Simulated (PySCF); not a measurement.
# [C6H7ClO2]+: g tensor and hyperfine couplings

Species: C6H7ClO2 (charge +1 and doublet state).
Structure used (GFN2-xTB), in Å, numbered top down from 1:
```
atom  x, y, z in Å
C1    -2.235    0.040    0.779
C2    -1.779    0.217   -0.477
Cl3   -2.603    1.150   -1.647
C4    -0.507   -0.405   -0.937
O5     0.264   -1.047    0.051
C6     1.377   -0.167   -0.137
C7     1.773    0.634    1.079
C8     0.623    0.641   -1.190
O9     0.731    1.608   -1.839
H10   -3.196    0.416    1.091
H11   -1.665   -0.548    1.483
H12   -0.640   -1.016   -1.842
H13    2.230   -0.696   -0.586
H14    0.921    1.159    1.510
H15    2.150   -0.059    1.832
H16    2.548    1.350    0.819
```

The hyperfine couplings belong to this conformer and change with its torsions.

The species is `[CH2+][C](Cl)[C@@H]1O[C@H](C)C1=O` [radical] (charge +1).

Computed, not measured: UKS B3LYP, pcH-1 on C Cl H O, non-relativistic, mean-field spin-orbit, GIAO (PySCF). One conformer (not necessarily the lowest) at the GFN2-xTB geometry, without solvent, vibrations or thermal averaging. A GFN2-xTB geometry isn't a minimum of the functional, and hyperfine couplings can be far from their values at a DFT geometry, by a factor of two or more for some ions and for spin on atoms past the first row. No stability test was run, so a lower SCF solution isn't excluded.

```json
{
  "g1, g2, g3": "2.00143, 2.00620, 2.01247",
  "g_iso": "2.00670",
  "Form of g": "rhombic: the two nearest values differ by 43 % of g3 − g1",
  "⟨S²⟩": "0.7605 (exact 0.7500)",
  "HOMO–LUMO gap, α and β orbitals": "5.87, 2.05 eV",
  "Total energy": "-843.13489 Eh"
}
```

Isotropic coupling and dipolar principal values T1 to T3, in G (MHz turned into gauss with g_iso; 10 G = 1 mT):

```
atom  isotope  a_iso  of which spin–orbit     T1     T2    T3  Mulliken spin population
  C1      13C   11.2                 -0.1  -12.4  -12.2  24.7                      0.44
  C2      13C   -5.2                  0.1   -3.7   -1.2   4.9                      0.02
 Cl3     35Cl    2.0                  0.4   -7.0   -6.7  13.7                      0.10
  C4      13C    9.5                  0.0   -5.1   -5.0  10.2                      0.09
  O5      17O   -0.2                  0.0   -0.1    0.0   0.2                     -0.01
  C6      13C   11.8                  0.0   -4.4   -4.1   8.5                      0.10
  C7      13C    0.1                  0.0   -0.9   -0.8   1.7                      0.01
  C8      13C  -14.8                  0.0   -4.5   -0.8   5.3                      0.00
  O9      17O   -5.9                  0.0  -28.3   13.0  15.3                      0.25
 H10       1H   -9.4                  0.0   -5.7   -0.9   6.6                     -0.02
 H11       1H   -9.8                  0.0   -5.4   -1.0   6.4                     -0.02
 H12       1H   16.0                  0.0   -2.1   -0.9   3.0                      0.02
 H13       1H    4.6                  0.0   -1.9   -0.5   2.4                      0.00
 H14       1H    4.0                  0.0   -0.9    0.0   0.9                      0.00
 H15       1H   12.8                  0.0   -0.7   -0.3   1.0                      0.01
 H16       1H   -0.3                  0.0   -0.8    0.0   0.8                      0.00
```

The largest Mulliken spin populations are on C1 (+0.44), O9 (+0.25), Cl3 (+0.10) and C6 (+0.10).

The SMILES `[CH2+][C](Cl)[C@@H]1O[C@H](C)C1=O` draws the unpaired electron on C2, whose computed spin population is only +0.02.

Axes: g3 points within 15° of the C1–H11 bond.

Under fast tumbling the dipolar parts average out, and these isotropic splittings remain: 1 × 1H (H12, I = 1/2, 2 lines) with 1.60 mT, 1 × 1H (H11, I = 1/2, 2 lines) with 0.98 mT, 1 × 1H (H10, I = 1/2, 2 lines) with 0.94 mT, 3 × 1H (H14/H15/H16, I = 1/2, 4 lines) with 0.55 mT, 1 × 1H (H13, I = 1/2, 2 lines) with 0.46 mT and 1 × 35Cl (Cl3, I = 3/2, 4 lines) with 0.20 mT.

Class means assume fast exchange of nuclei equivalent by connectivity; if that motion is slow, each nucleus keeps its own coupling. H10 and H11 aren't averaged: C1 is flat or nearly so (angle sum 360°), and its turn about the short C1–C2 bond (1.35 Å) is taken as slow. The three 1H nuclei of mean +15.4 MHz run from -0.9 to 35.9 MHz in the frozen geometry.

Main isotope only: 35Cl (natural samples also hold 24 % 37Cl, magnetic too, which adds its own pattern).

The 13C coupling of C8 (-41.6 MHz) shows only in satellite lines or after enrichment, since that isotope makes up about 1.07 % of natural carbon.

The 17O coupling of O9 (-16.6 MHz) shows only in satellite lines or after enrichment, since that isotope makes up about 0.038 % of natural oxygen.
